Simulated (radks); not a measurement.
Initial-state core-level shifts of the silicon ion Si2+ when its valence configuration changes from [Ne] 3s2. All-electron calculation, Dirac Kohn-Sham, PBE, spin-unpolarised, spherical densities, point nucleus; open shells fill j = l - 1/2 first. Program: a radial shooting solver on a logarithmic mesh with Libxc functionals. Shifts are changes of the shell-averaged eigenvalues in eV (positive: less bound).

| valence | 1s | 2s | 2p |
|---|---|---|---|
| 3s1 3p1 | -1.468 | -1.449 | -1.433 |
| 3p2 | -2.884 | -2.851 | -2.818 |
| 3s0.5 3p1.5 | -2.182 | -2.155 | -2.131 |
| 3s1.5 3p0.5 | -0.741 | -0.731 | -0.723 |
